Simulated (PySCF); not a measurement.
# WH4 at several levels of theory

Computed with PySCF 2.14.0 (density fitting, no spin-orbit coupling) at the geometry relaxed with PBE0:

```xyz
5
WH4 (triplet; a saddle point, relaxed within its symmetry)
W     0.1761   -0.1761    0.0000
H     1.6797    0.8074    0.0000
H    -0.2496    1.4483    0.0000
H    -1.4483    0.2496    0.0000
H    -0.8074   -1.6797    0.0000
```

| level | basis | state | HOMO (eV) | gap (eV) | charge on W1 (e) | dipole about the centre of mass (D) | largest force component (eV/Å) |
| --- | --- | --- | --- | --- | --- | --- | --- |
| PBE0 | W def2-SVP with ECP60, H def2-SVP | triplet | -7.48 | 3.17 | 0.66 | 1.54 | 0.01 |
| PBE0 | W def2-TZVP with ECP60, H def2-TZVP | triplet | -7.52 | 3.31 | 0.18 | 1.54 | 0.08 |
| PBE0 | W x2c-SVPall, H x2c-SVPall | triplet | -7.69 | 3.10 | 0.25 | 1.42 | 0.53 |

HOMO and gap are taken over both spins. Charges are Mulliken's, which hang on the basis. The relaxation used the grid (50, 194), these runs (75, 302) or, all-electron (x2c bases, spin-free X2C Hamiltonian), (99, 590).

**Question.** Order these levels, in the first row's basis, by the HOMO–LUMO gap they give here, smallest first.
A. B3LYP
B. BP86
C. TPSS
D. BLYP

**Answer.** B (0.48 eV), D (0.56 eV), C (0.80 eV), A (2.76 eV).

**Question.** And their other results?

**Answer.** 
```json
{"level": "BLYP", "state": "triplet", "HOMO (eV)": "-5.95", "gap (eV)": "0.56", "charge on W1 (e)": "0.60", "dipole about the centre of mass (D)": "1.39", "largest force component (eV/Å)": "0.36"}
{"level": "BP86", "state": "triplet", "HOMO (eV)": "-6.26", "gap (eV)": "0.48", "charge on W1 (e)": "0.60", "dipole about the centre of mass (D)": "1.37", "largest force component (eV/Å)": "0.23"}
{"level": "TPSS", "state": "triplet", "HOMO (eV)": "-6.31", "gap (eV)": "0.80", "charge on W1 (e)": "0.71", "dipole about the centre of mass (D)": "1.54", "largest force component (eV/Å)": "0.27"}
{"level": "B3LYP", "state": "triplet", "HOMO (eV)": "-7.26", "gap (eV)": "2.76", "charge on W1 (e)": "0.68", "dipole about the centre of mass (D)": "1.52", "largest force component (eV/Å)": "0.15"}
```

Open shells may have lower solutions than the one found.

A gap near or under zero over both spins lies within a partly filled shell and is no excitation energy.
